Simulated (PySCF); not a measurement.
**Radial density of C²⁺ (carbon, charge +2)**

UHF, [He] 2s1 3s1, high-spin 3S determinant (an excited configuration). All numbers are calculated (PySCF 2.14, the spin-free X2C one-electron Hamiltonian (Gaussian nucleus), in x2c-QZVPPall with one added diffuse shell each of s, p, d, f type (8s5p4d3f1g, 73 functions)).

```csv
r (bohr),4πr²ρ (e/bohr),4πr²(ρα − ρβ)
0.00495,0.03817,0.0018
0.00832,0.1028,0.0047
0.0140,0.2699,0.0124
0.0236,0.6779,0.0310
0.0396,1.577,0.0715
0.0666,3.230,0.1427
0.112,5.340,0.2180
0.189,6.187,0.1886
0.317,3.983,0.0134
0.533,1.208,0.1825
0.897,0.9540,0.8987
1.51,0.6058,0.6056
2.54,0.3469,0.3469
4.27,0.2372,0.2372
7.18,0.008603,0.0086
```

Densities and radii are taken from the X2C orbitals without a picture-change correction, which distorts them close to the nucleus.

The outer electron is Rydberg-like, and this basis confines it to a smaller radius and binds it less than a complete one would.
